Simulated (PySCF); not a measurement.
Vertical excitations of a molecule C6H12 from TDA-PBE/def2-SVPD (PySCF 2.14.0), as energy in eV (oscillator strength): 6.75 (0.011), 7.03 (0.002), 7.18 (0.002), 7.30 (0.035), 7.41 (0.009), 7.46 (0.002). Lowest triplet (TDA): 6.65 eV. Coordinates come from a B3LYP-D3(BJ)/def2-SVP optimisation. The values are those of a single conformer.

Pick the molecule that these values belong to.
A) C/C=C(/C)CC
B) C/C=C/CCC
C) CC(C)C1CC1
D) C[C@H]1[C@H](C)[C@H]1C

C, CC(C)C1CC1
